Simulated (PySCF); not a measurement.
Species: C2H10OSSi2.
Z-matrix (Å and degrees, PBE0-D3(BJ)/def2-SVP geometry), rows numbered from 1:
```
C 
C   1  1.5129
O   2  1.4130  1  111.94
Si  3  1.6582  2  125.83  1   -85.36
S   4  2.1498  3  110.32  2   -55.59
Si  5  2.1561  4   97.52  3   -50.69
H   1  1.1007  2  110.50  3  -176.67
H   1  1.1002  2  110.55  3   -56.68
H   1  1.1011  2  111.30  3    63.51
H   2  1.1063  1  110.48  3  -123.17
H   2  1.1021  1  110.33  3   118.81
H   4  1.4848  3  104.94  2  -176.18
H   4  1.4919  3  113.79  2    61.61
H   6  1.4902  5  106.40  4  -160.97
H   6  1.4927  5  110.24  4   -41.53
H   6  1.4921  5  111.31  4    80.02
```

Level of theory: PySCF 2.14.0, PBE0-D3(BJ)/def2-SVP geometry optimisation, gas phase.

Take the most abundant isotopes and a rigid rotor. The values belong to one conformer with, in the numbering `[CH3:1][CH2:2][O:3][SiH2:4][S:5][SiH3:6]`, C1–C2–O3–Si4 -85°, C2–O3–Si4–S5 -56°, O3–Si4–S5–Si6 -51°.

Question: Give the principal moments of inertia and the rotational constants in cm⁻¹.

Answer: Ia = 175.33, Ib = 482.34, Ic = 546.09 u·Å²; 505379 MHz·u·Å²/I gives 2883, 1048 and 925.5 MHz, that is A = 0.09615, B = 0.03495, C = 0.03087 cm⁻¹.

Question: What kind of rotor is it?

Answer: An asymmetric top: κ = (2 × 1048 − 2883 − 925.5)/(2883 − 925.5) = -0.87.

Question: Is it planar, by Δ = Ic − Ia − Ib?

Answer: Not planar: Δ = Ic − Ia − Ib = -111.57 u·Å². For a rigid frame Δ = −2 Σ m c², so Σ m c² = 55.79 u·Å² lies off the ab plane: 11.06 from hydrogen and 44.72 from heavier atoms. The atom farthest from that plane is 1.92 Å away.

Question: Give the other two planar moments, Paa and Pbb, and the rms extents of the mass along the axes.

Answer: Paa = Σ m a² = (Ib + Ic − Ia)/2 = 426.55 and Pbb = Σ m b² = (Ia + Ic − Ib)/2 = 119.54 u·Å². With the mass M = 138.00 u, the rms extents √(P/M) along a, b and c are 1.76, 0.93, 0.64 Å.

Question: List the rotational levels J(Ka,Kc) to J = 5 (K).

Answer: Above 0(0,0), as E/k:
J = 1: 1(0,1) 0.095, 1(1,1) 0.183, 1(1,0) 0.189
J = 2: 2(0,2) 0.284, 2(1,2) 0.366, 2(1,1) 0.384, 2(2,1) 0.648, 2(2,0) 0.648
J = 3: 3(0,3) 0.567, 3(1,3) 0.641, 3(1,2) 0.677, 3(2,2) 0.932, 3(2,1) 0.934, 3(3,1) 1.387, 3(3,0) 1.387
J = 4: 4(0,4) 0.943, 4(1,4) 1.008, 4(1,3) 1.067, 4(2,3) 1.311, 4(2,2) 1.315, 4(3,2) 1.767, 4(3,1) 1.767, 4(4,1) 2.403, 4(4,0) 2.403
J = 5: 5(0,5) 1.411, 5(1,5) 1.466, 5(1,4) 1.553, 5(2,4) 1.784, 5(2,3) 1.793, 5(3,3) 2.241, 5(3,2) 2.241, 5(4,2) 2.877, 5(4,1) 2.877, 5(5,1) 3.695, 5(5,0) 3.695
Those of J = 1 are B + C, A + C and A + B.

Question: Predict some low-J microwave lines.

Answer: The dipole components are |μa| = 0.95 D, |μb| = 0.79 D, |μc| = 0.09 D. The squared components, which scale the intensities, stand as 1.00 : 0.69 : 0.01 (a : b : c). Some lines, for components of 0.1 D or more:

| type | branch | J(Ka,Kc) | MHz | lower level (cm⁻¹) |
| --- | --- | --- | --- | --- |
| a | Q | 3(1,2) ← 3(1,3) | 734 | 0.446 |
| a | Q | 5(1,4) ← 5(1,5) | 1830 | 1.019 |
| b | Q | 3(2,1) ← 3(1,2) | 5354 | 0.470 |
| b | R | 2(1,2) ← 1(0,1) | 5659 | 0.066 |
| a | R | 3(1,3) ← 2(1,2) | 5733 | 0.255 |
| a | R | 3(2,1) ← 2(2,0) | 5943 | 0.451 |
| b | Q | 5(2,4) ← 5(1,5) | 6626 | 1.019 |
| b | R | 3(1,3) ← 2(0,2) | 7451 | 0.197 |
| a | R | 4(1,4) ← 3(1,3) | 7637 | 0.446 |
| a | R | 4(2,3) ← 3(2,2) | 7888 | 0.648 |
| b | Q | 4(3,1) ← 4(2,2) | 9412 | 0.914 |
| b | Q | 4(3,2) ← 4(2,3) | 9499 | 0.911 |
| a | R | 5(3,2) ← 4(3,1) | 9888 | 1.228 |
| b | R | 5(1,5) ← 4(0,4) | 10893 | 0.655 |
| b | R | 3(2,2) ← 2(1,1) | 11424 | 0.267 |
| b | R | 3(2,1) ← 2(1,2) | 11820 | 0.255 |
| b | Q | 5(4,1) ← 5(3,2) | 13251 | 1.558 |
| b | Q | 4(4,0) ← 4(3,1) | 13260 | 1.228 |
| b | R | 4(2,2) ← 3(1,3) | 14034 | 0.446 |
| b | R | 3(3,1) ← 2(2,0) | 15397 | 0.451 |
| b | Q | 5(5,0) ← 5(4,1) | 17051 | 2.000 |
| b | R | 4(3,2) ← 3(2,1) | 17358 | 0.649 |
| b | R | 5(3,3) ← 4(2,2) | 19296 | 0.914 |
| b | R | 5(5,1) ← 4(4,0) | 26930 | 1.670 |
| b | R | 5(5,0) ← 4(4,1) | 26930 | 1.670 |

Question: Estimate the classical rotational partition function at 25 K, 200 K and 500 K.

Answer: Point group C1, symmetry number σ = 1; q = (√π/σ)·√((kT/h)³/(ABC)), k/h = 20836.6 MHz/K: 12600 at 25 K, 285000 at 200 K, 1130000 at 500 K.

Whether it is a minimum is left open (no frequencies). These are rigid-rotor constants of the computed structure; measured ground-state constants (B0) also hold zero-point vibration. A rigid rotor knows nothing of internal rotation, which can split or shift real lines.
